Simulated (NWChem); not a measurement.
System meant: Si4H9, doublet; SMILES [SiH3][Si]([SiH3])[SiH3]

NWChem input:

```
start job
memory heap 200 mb stack 900 mb global 1100 mb
geometry units angstroms noautoz
  Si     0.454453     2.240217     0.077780
  Si     0.000000     0.000000    -0.394971
  Si     1.712858    -1.513676     0.077780
  Si    -2.167311    -0.726541     0.077780
  H      1.772791     2.620598    -0.516826
  H      0.510321     2.494006     1.553356
  H     -0.615875     3.103754    -0.509620
  H      2.995867    -1.018514    -0.509620
  H      1.383109    -2.845581    -0.516826
  H      1.904712    -1.688954     1.553356
  H     -2.415033    -0.805052     1.553356
  H     -2.379992    -2.085240    -0.509620
  H     -3.155900     0.224983    -0.516826
end
basis spherical
  Si library def2-svp
  H library def2-svp
end
dft
  odft
  mult 3
  xc pbe0
  iterations 150
  mulliken
end
task dft energy
```

End of the output:

```
 ==============================================================================
                                 internuclear angles
 ------------------------------------------------------------------------------
        center 1       |       center 2       |       center 3       |  degrees
 ------------------------------------------------------------------------------
    2 Si               |   1 Si               |   5 H                |   109.59
    2 Si               |   1 Si               |   6 H                |   111.67
    2 Si               |   1 Si               |   7 H                |   109.59
    5 H                |   1 Si               |   6 H                |   108.40
    5 H                |   1 Si               |   7 H                |   109.14
    6 H                |   1 Si               |   7 H                |   108.40
    1 Si               |   2 Si               |   3 Si               |   116.01
    1 Si               |   2 Si               |   4 Si               |   116.01
    3 Si               |   2 Si               |   4 Si               |   116.01
    2 Si               |   3 Si               |   8 H                |   109.59
    2 Si               |   3 Si               |   9 H                |   109.59
    2 Si               |   3 Si               |  10 H                |   111.67
    8 H                |   3 Si               |   9 H                |   109.14
    8 H                |   3 Si               |  10 H                |   108.40
    9 H                |   3 Si               |  10 H                |   108.40
    2 Si               |   4 Si               |  11 H                |   111.67
    2 Si               |   4 Si               |  12 H                |   109.59
    2 Si               |   4 Si               |  13 H                |   109.59
   11 H                |   4 Si               |  12 H                |   108.40
   11 H                |   4 Si               |  13 H                |   108.40
   12 H                |   4 Si               |  13 H                |   109.14
 ------------------------------------------------------------------------------
                            number of included internuclear angles:         21
 ==============================================================================

 Summary of "ao basis" -> "" (spherical)
 ------------------------------------------------------------------------------
       Tag                 Description            Shells   Functions and Types
 ---------------- ------------------------------  ------  ---------------------
 Si                         def2-svp                 8       18   4s3p1d
 H                          def2-svp                 3        5   2s1p

                                 NWChem DFT Module
                                 -----------------

 Summary of "ao basis" -> "ao basis" (spherical)
 ------------------------------------------------------------------------------
       Tag                 Description            Shells   Functions and Types
 ---------------- ------------------------------  ------  ---------------------
 Si                         def2-svp                 8       18   4s3p1d
 H                          def2-svp                 3        5   2s1p

      Symmetry analysis of basis
      --------------------------

        a          41
        e+         38
        e-         38

  Rotation of axis
  number of electrons :                   65
  multiplicity        :                    3
 ------------------------------------------------------------------------
  no. of electrons and multiplicity not compatible                  65
 ------------------------------------------------------------------------
 ------------------------------------------------------------------------
  current input line :
    29: task dft energy
 ------------------------------------------------------------------------
 ------------------------------------------------------------------------
 There is an error in the input file
 ------------------------------------------------------------------------
 For more information see the NWChem manual at https://nwchemgit.github.io

0: no. of electrons and multiplicity not compatible:Received an Error in Communication
```

Q: Find the fault in this run and fix the input.

A: The input was rejected before any calculation. Cause: the multiplicity doesn't fit the number of electrons (an even count wants an odd multiplicity, and the reverse). This input runs:
```
start job
memory heap 200 mb stack 900 mb global 1100 mb
geometry units angstroms noautoz
  Si     0.454453     2.240217     0.077780
  Si     0.000000     0.000000    -0.394971
  Si     1.712858    -1.513676     0.077780
  Si    -2.167311    -0.726541     0.077780
  H      1.772791     2.620598    -0.516826
  H      0.510321     2.494006     1.553356
  H     -0.615875     3.103754    -0.509620
  H      2.995867    -1.018514    -0.509620
  H      1.383109    -2.845581    -0.516826
  H      1.904712    -1.688954     1.553356
  H     -2.415033    -0.805052     1.553356
  H     -2.379992    -2.085240    -0.509620
  H     -3.155900     0.224983    -0.516826
end
basis spherical
  * library def2-svp
end
dft
  odft
  mult 2
  xc pbe0
  iterations 150
  mulliken
end
task dft energy
```
It converges to -1162.47009 Ha (PBE0/def2-SVP, spin-unrestricted).
